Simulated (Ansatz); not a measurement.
Reaction (ligand exchange at the Si–C bond): `F[SiH2]C[SiH](F)F` + `C=C[SiH2]S` → `C=C[SiH2]S[SiH](F)F` + `C[SiH2]F`

Computed with Ansatz on PBE0-D4/def2-TZVP structures; ΔE is electronic, products minus reactants. CCSD(T)/CBS is the MP2 limit (def2-TZVPP, def2-QZVPP) plus CCSD(T) − MP2 in def2-TZVPP, frozen cores. DFT in def2-TZVPP. One conformer a species, not always the lowest.

| level | ΔE (kJ/mol) |
| --- | --- |
| r2SCAN | -59.4 |
| HF/CBS(def2) | -49.8 |

(1) What does CCSD(T)/CBS give? (Estimate.)

Largest T1 diagnostic among the species: 0.012.

## Answers

(1) Ansatz gave: -56.3 kJ/mol. The listed levels differ from it by -3.1, 6.5 kJ/mol.

In def2-TZVPP, CCSD(T) changes the Hartree–Fock value by −3.2 kJ/mol (the triples alone add −2.1 kJ/mol) and MP2 by −8.1 kJ/mol. The D4 term adds −8.0 kJ/mol with B3LYP and −4.6 kJ/mol with PBE0; it sums over pairs of atoms, weighted by their polarisabilities, and B3LYP, whose exchange is more repulsive, gets the larger term.

B3LYP here is the variant with VWN-RPA as its local correlation; programs differ in this.
